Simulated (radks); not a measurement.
Species: the gold ion Au3+. Configuration: [Xe] 4f14 5d8 (the NIST ground configuration). All-electron calculation, Dirac Kohn-Sham, LDA (Slater exchange, Perdew-Wang correlation), spin-unpolarised, spherical densities, point nucleus; open shells fill j = l - 1/2 first. Program: a radial shooting solver on a logarithmic mesh with Libxc functionals.

Normalised radial functions P(r) = r R(r) (large component), r in bohr:

```
   r/bohr * 5s1/2, o 4f5/2, + 5d5/2 (the largest magnitude, 1.46, reaches the edge; | marks zero, & curves that meet)
 0.002279                             &  *
 0.003015                             &  *
 0.004021                             &   *
 0.005321                             &   *
 0.007097                             &   *
  0.00939                             &   *
  0.01252                             &  *
  0.01657                             &*
   0.0221                            *&
  0.02924                         *   o+
    0.039                       *     o +
   0.0516                       *     |o +
  0.06883                          *  | o +
  0.09107                             |  *o+
   0.1215                             |    + o*
   0.1607                             |  +   *     o
   0.2143                           +*|                  o
   0.2836                  *   +      |                        o
   0.3783                  *  +       |                          o
   0.5005                         +   |  *                    o
   0.6675                             |    +            &
   0.8832                             |          o  +        *
    1.178                             |    o          *+
    1.559                             | o    *       +
    2.079                             o *       +
    2.751                             &    +
    3.669                             & +
    4.854                             &
```

5s1/2: eigenvalue -144.57 eV, 4 radial nodes at r = 0.0198, 0.0797, 0.207, 0.480 bohr, <r> = 0.924 bohr, 90 % of the charge inside 1.32 bohr. 4f5/2: eigenvalue -119.85 eV, 0 radial nodes, <r> = 0.495 bohr, 90 % of the charge inside 0.795 bohr. 5d5/2: eigenvalue -40.043 eV, 2 radial nodes at r = 0.195, 0.565 bohr, <r> = 1.46 bohr, 90 % of the charge inside 2.21 bohr.
